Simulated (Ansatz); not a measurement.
## Scan of the Br3–Sn2–F1 angle

SnBrF (SMILES [F][Sn][Br]), closed shell, at its PBE0-D4/def2-TZVP minimum:

F1  (-0.943, 1.249, -0.389)
Sn2  (-0.636, -0.662, -0.417)
Br3  (1.569, -0.651, 0.792)
(Å)

The angle Br3–Sn2–F1 (97.3° at the minimum) is set to the values below, Br3, with anything bonded beyond it, turning rigidly in the plane of the angle. Each method's energies count from its own value at the PBE0-D4 minimum structure. Ansatz 0.2.0; basis: def2-TZVPP; cores frozen in the correlated methods. Filled d shells of the heavier atoms are correlated. Core potentials replace the inner electrons of the atoms past krypton. The def2 sets are not built for correlating such inner shells, so the correlated values are less sure here. B3LYP uses VWN-RPA correlation.

CCSD(T) energies along the scan:
```
angle (°)  CCSD(T) (eV)
     67.3         0.940
     74.8         0.439
     82.3         0.170
     89.8         0.038
     97.3         0.000
    104.8         0.032
    112.3         0.120
    119.8         0.254
    127.3         0.423
```
They count from the CCSD(T) energy at the PBE0-D4 minimum.

Largest difference from the CCSD(T) curve over the scan: PBE-D4 0.064; r2SCAN-D4 0.032; B3LYP-D4 0.031; wB97M-V 0.045 eV. Each curve counts from its own value at the minimum.

No T1 diagnostic of these runs exceeds 0.015.

For scale, one of the runs: CCSD(T)/def2-TZVPP, 129 basis functions (an equivalent command: `ansatz run in.yaml --threads 2`). Time: 15 s of wall clock on 2 CPU threads; the host was shared. Peak host memory: 0.61 GiB.
